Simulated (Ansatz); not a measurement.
Saddle point of Si$_{4}$H$_{10}$ClF, closed shell (Si₄H₉Cl ([SiH3][Si]([SiH3])([SiH3])[Cl]) + HF → Si₃H₇Cl ([SiH3][SiH]([SiH3])[Cl]) + SiH₃F ([F][SiH3]); bonds formed: Si1–H6, Si2–F7; bonds broken: Si1–Si2, H6–F7), PBE0-D4/def2-TZVP structure:

```tsv
atom	x (Å)	y (Å)	z (Å)
Si1	-0.2270	0.5861	0.0475
Si2	2.1901	-0.2826	0.5480
Si3	-0.3141	-0.1382	-2.1734
Si4	-2.2760	0.1577	1.1119
Cl5	0.0909	2.6316	0.1352
H6	0.5459	-0.4197	1.3322
F7	1.2082	-1.1447	1.9985
H8	3.1630	0.1588	1.5701
H9	2.4224	-1.5796	-0.1222
H10	2.3564	0.7450	-0.5351
H11	-1.4143	0.5824	-2.8666
H12	0.9733	0.1244	-2.8656
H13	-0.6026	-1.5978	-2.1750
H14	-2.5329	-1.3058	1.0589
H15	-2.2136	0.6042	2.5277
H16	-3.3697	0.8781	0.4079
```

Energies are electronic, without zero-point energy. Barriers and step energies count from the start structure reached by relaxing down the imaginary mode; all methods use the PBE0-D4 structures, on which another method's saddle can fall below an end. Program: Ansatz 0.2.0. Basis: def2-TZVPP, with def2-QZVPP for the basis limit. Cores are frozen in the correlated methods. B3LYP uses VWN-RPA correlation. Extrapolation: Hartree–Fock as exp(−7.88 √X), correlation as X^−2.97.

| method | barrier (kJ/mol) | step energy (kJ/mol) |
| --- | --- | --- |
| SPW92 | ? | -84.2 |
| PBE-D4 | ? | -85.7 |
| BLYP-D4 | 143.9 | -107.0 |
| r2SCAN-D4 | 140.5 | -106.8 |
| B97M-V | 157.3 | -111.0 |
| PBE0-D4 | 152.7 | -93.7 |
| B3LYP-D4 | 160.5 | -112.5 |
| r2SCAN0-D4 | 157.9 | -109.3 |
| BHLYP-D4 | 185.2 | -122.7 |
| CAM-B3LYP-D4 | ? | -121.8 |
| wB97X-V | 164.3 | -114.3 |
| wB97M-V | 156.6 | -116.2 |
| B2PLYP | 165.4 | -119.9 |
| PBE-QIDH | 165.6 | -107.0 |
| RPA on PBE | 167.4 | -117.9 |
| HF | 240.8 | -150.8 |
| MP2 | 164.0 | -115.1 |
| CCSD | 186.0 | -118.9 |
| CCSD(T) | 172.7 | -112.8 |

Question: Fill in the withheld barriers. (An estimate is asked for; the value comes from the calculation.)

Answer: By the calculation: SPW92 101.6; CAM-B3LYP-D4 163.7; PBE-D4 130.0 kJ/mol. Each is the energy of the saddle less that of the start structure, by the same method.

For comparison, the barrier by CCSD(T) at an estimated basis limit (MP2 extrapolated from triple and quadruple zeta, plus CCSD(T) − MP2 in triple zeta) is 169.3 kJ/mol.

No T1 diagnostic of these runs exceeds 0.015.

Labels in which every atom is bracketed show which atoms are joined, not bond orders.

For scale, one of the runs: CCSD(T)/def2-TZVPP, 381 basis functions, launched by `ansatz run in.yaml --threads 4 --pin off --events-out ev --progress --plain --max-ram 46080MiB --backend cuda --devices 0, --max-vram 37GiB`. The run took 10 s on 4 CPU threads of an AMD EPYC 7R13 and a share of one NVIDIA H100 (shared host), with 0.88 GiB of host memory at its peak.
